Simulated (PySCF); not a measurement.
Molecule: In(Me)2(NH2), SMILES [CH3][In]([NH2])[CH3]. Atoms near the plane z = 1.2 Å, at the B3LYP/def2-SVP optimised geometry (x, y, z in Å): In1 (-0.1, 0.2, 0.0), C2 (-1.5, 1.9, 0.0), H4 (-1.3, 2.5, 0.9), H5 (-2.5, 1.5, 0.0), C6 (2.1, 0.2, 0.0), H8 (2.5, -0.8, 0.0), H9 (2.5, 0.8, 0.9), N10 (-0.9, -1.6, 0.0), H11 (-0.4, -2.5, 0.0), H12 (-1.9, -1.8, 0.0).

Method: B3LYP/def2-TZVP, def2 effective core potentials past Kr run with PySCF. The core electrons that the potentials of In replace are not part of the density. The values are rescaled to run from 0 to 1.

```
|2222222222222222222222222222222|
|2222222222222222222222222222222|
|2222222222222222222222222222222|
|2222222222222222222222222222222|
|2222222222111222222222222222222|
|2222222211111222222222222222222|
|2222222211001122222222222222222|
|2222222211000123333322222222222|
|2222222211001233333322222222222|
|2222222211112334443332222222222|
|2222222222223455554332211122222|
|2222222223344566665432111112222|
|2222222233456778775432000112222|
|2222222333456899876531000112222|
|2222222334457899986532101112222|
|2222222333456899986532111122222|
|2222222333445788876543221222222|
|2222222223334566665433222222222|
|2222222222222345554433222222222|
|2222222222111223444333222222222|
|2222222221100112333333222222222|
|2222222221100012233332222222222|
|2222222221110112222222222222222|
|2222222222111112222222222222222|
|2222222222211122222222222222222|
|2222222222222222222222222222222|
|2222222222222222222222222222222|
|2222222222222222222222222222222|
|2222222222222222222222222222222|
|2222222222222222222222222222222|
|2222222222222222222222222222222|
```
Scale: ten equal steps from 0.000 (start of '0') to 1.00 (end of '9'), in the order '0123456789'; x runs from -5.00 to 5.00, y from -5.00 (bottom) to 5.00 (top).

**Question.** Which quantity is mapped?
A. deformation density (molecule minus spherical neutral atoms)
B. an orbital amplitude
C. electron localisation function
D. log10 of the electron density

**Answer.** B, an orbital amplitude. In full: LUMO amplitude (bohr^(-3/2)).
